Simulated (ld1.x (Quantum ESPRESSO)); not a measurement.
# oxygen (O), ultrasoft: configuration errors across variants

ld1.x (Quantum ESPRESSO) 7.5 input, shortened:

```
&input
   title='O', zed=8., rel=1, dft='PW91', iswitch=3,
   config='[He] 2s2 2p4 3d-2'
 /
 &inputp
   pseudotype=3, tm=.true., lloc=-1, rcloc=0.95,
   nlcc=.true., rcore=1.10,
   which_augfun='PSQ', rmatch_augfun=0.70
 /
5
2S  1  0   2.00   0.00  0.85  1.05  0.0
2S  1  0   0.00  -1.15  0.85  1.05  0.0
2P  2  1   4.00   0.00  1.05  1.40  0.0
2P  2  1   0.00   0.35  1.05  1.40  0.0
3D  3  2  -2.00  -0.05  0.95  1.05  0.0
 &test
   configts(1)='2s2 2p4'
 /
```

All-electron excitation energies from the reference (eV): (1) 2s2 2p3 16.524; (2) 2s2 2p2 50.225; (3) 2s2 2p1 104.230; (4) 2s2 2p4.3 -2.145; (5) 2s2 2p0 181.273; (6) 2s0 2p6 29.868; (7) 2s1 2p5 14.915.

Errors AE − PS in meV (a dash: test not solved or not reliable):

| change | (1) | (2) | (3) | (4) | (5) | (6) | (7) | bound ghosts |
| --- | --- | --- | --- | --- | --- | --- | --- | --- |
| base | +0.4 | +13 | +85 | +0.2 | +413 | +31 | +7.5 | none |
| all radii but the core radius scaled by about 0.75 (s 0.78, p 1.06, d 0.78 bohr, rcut 0.64/0.78/0.72); local potential all-electron potential smoothed inside 0.72 bohr (lloc = -1); augmentation PSQ, radius 0.52 bohr | +4.6 | +46 | +221 | +0.3 | +878 | +251 | +58 | none |
| all radii but the core radius scaled by about 0.88 (s 0.92, p 1.24, d 0.92 bohr, rcut 0.76/0.92/0.84); local potential all-electron potential smoothed inside 0.84 bohr (lloc = -1); augmentation PSQ, radius 0.62 bohr | +0.5 | +17 | +108 | +0.2 | +533 | +84 | +20 | none |
| all radii but the core radius scaled by about 0.95 (s 1.00, p 1.32, d 1.00 bohr, rcut 0.80/1.00/0.90); local potential all-electron potential smoothed inside 0.90 bohr (lloc = -1); augmentation PSQ, radius 0.66 bohr | +0.9 | +16 | +95 | +0.2 | +448 | +50 | +12 | none |
| all radii but the core radius scaled by about 1.05 (s 1.10, p 1.46, d 1.10 bohr, rcut 0.90/1.10/1.00); local potential all-electron potential smoothed inside 1.00 bohr (lloc = -1); augmentation PSQ, radius 0.74 bohr | +0.2 | +11 | +83 | +0.2 | +410 | +23 | +5.6 | none |
| all radii but the core radius scaled by about 1.11 (s 1.16, p 1.56, d 1.16 bohr, rcut 0.94/1.16/1.06); local potential all-electron potential smoothed inside 1.06 bohr (lloc = -1); augmentation PSQ, radius 0.78 bohr | -0.3 | +8.1 | +77 | +0.2 | – | +21 | +5.3 | none |
| all radii but the core radius scaled by about 1.18 (s 1.24, p 1.64, d 1.24 bohr, rcut 1.00/1.24/1.12); local potential all-electron potential smoothed inside 1.12 bohr (lloc = -1); augmentation PSQ, radius 0.82 bohr | -0.8 | +4.8 | +75 | +0.2 | – | +22 | +5.7 | none |
| all radii but the core radius scaled by about 1.24 (s 1.30, p 1.74, d 1.30 bohr, rcut 1.06/1.30/1.18); local potential all-electron potential smoothed inside 1.18 bohr (lloc = -1); augmentation PSQ, radius 0.86 bohr | -2.0 | -1.6 | +67 | +0.1 | – | +22 | +5.8 | none |
| all radii but the core radius scaled by about 1.31 (s 1.38, p 1.84, d 1.38 bohr, rcut 1.12/1.38/1.24); local potential all-electron potential smoothed inside 1.24 bohr (lloc = -1); augmentation PSQ, radius 0.92 bohr | -6.3 | -26 | +28 | 0.0 | – | +19 | +5.7 | none |
| all radii but the core radius scaled by about 1.41 (s 1.48, p 1.96, d 1.48 bohr, rcut 1.20/1.48/1.34); local potential all-electron potential smoothed inside 1.34 bohr (lloc = -1); augmentation PSQ, radius 0.98 bohr | -11 | -37 | +34 | -0.1 | +544 | +13 | +3.9 | none |

Question: Give the same row for: all radii but the core radius scaled by about 0.80 (s 0.84, p 1.12, d 0.84 bohr, rcut 0.68/0.84/0.76); local potential all-electron potential smoothed inside 0.76 bohr (lloc = -1); augmentation PSQ, radius 0.56 bohr.

Answer: +2.8, +32, +176, +0.3, +767, +173, +39; bound ghosts: none.
